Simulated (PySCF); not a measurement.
Compound: Ge(GeH3)H3.
InChI=1S/Ge2H6/c1-2/h1-2H3

The closed-shell ground state was solved at several levels (PySCF, density fitting, gas phase). Isolated species at its PBE0-D3(BJ)/def2-SVP geometry, gas phase. Relativistic effects, spin–orbit coupling among them, are left out although an element past zinc is present. The dipole stays under 0.02 D at every level.

| level | basis functions | HOMO (eV) | LUMO (eV) | gap (eV) |
| --- | --- | --- | --- | --- |
| PBE/pcJ-1 (pcSseg-1 on Ge) | 142 | -7.23 | -0.43 | 6.80 |
| PBE/pcSseg-1 (pcSseg-2 on Ge) | 156 | -7.13 | -0.66 | 6.47 |
| CAM-B3LYP/def2-SVPD | 124 | -9.43 | 0.70 | 10.13 |
| PBE0/pcSseg-1 (pcSseg-2 on Ge) | 156 | -8.20 | 0.16 | 8.36 |

Q: What might B3LYP/pcSseg-1 (pcSseg-2 on Ge) (156 basis functions) give for the same quantities?

A: HOMO -7.99 eV, LUMO -0.15 eV, gap 7.84 eV.

Q: Over all these levels, which gives the widest orbital gap and which the narrowest?

A: CAM-B3LYP/def2-SVPD (range-separated hybrid) has the widest, 10.13 eV, and PBE/pcSseg-1 (pcSseg-2 on Ge) (GGA) the narrowest, 6.47 eV. Functional and basis both differ between the two, so the spread mixes both effects.

Q: In the pcSseg-1 (pcSseg-2 on Ge) basis, how does the gap go with the fixed share of exact exchange?

A: PBE (0 %) 6.47 eV; B3LYP (20 %) 7.84 eV; PBE0 (25 %) 8.36 eV. Each rise in the share widens the gap here.
